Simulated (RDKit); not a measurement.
Job for RDKit: UFF on CH3Cl (SMILES CCl).

```python
from rdkit import Chem
from rdkit.Chem import AllChem, rdDetermineBonds

blocks = [
'''5

C    -0.64849717   -0.93590725   -0.17722569
Cl    0.28490368    0.60188261   -0.15698502
H    -1.61082673   -0.73619874   -0.63785512
H    -0.08566876   -1.66041782   -0.75727151
H    -0.76877939   -1.26738331    0.84976868
''',
]
mol = None
for b in blocks:
    f = Chem.MolFromXYZBlock(b)
    rdDetermineBonds.DetermineBonds(f, charge=0)
    mol = f if mol is None else Chem.CombineMols(mol, f)
Chem.SanitizeMol(mol)
print(Chem.MolToSmiles(Chem.RemoveHs(mol)))
ff = AllChem.UFFGetMoleculeForceField(mol, vdwThresh=100.0, ignoreInterfragInteractions=False)
e = ff.CalcEnergy()
print(f'UFF energy {e:.6f} kcal/mol')
```

Program output:

```
CCl
UFF energy 0.874002 kcal/mol
```

The run finished.

Cost: very roughly 0.03 core-seconds.
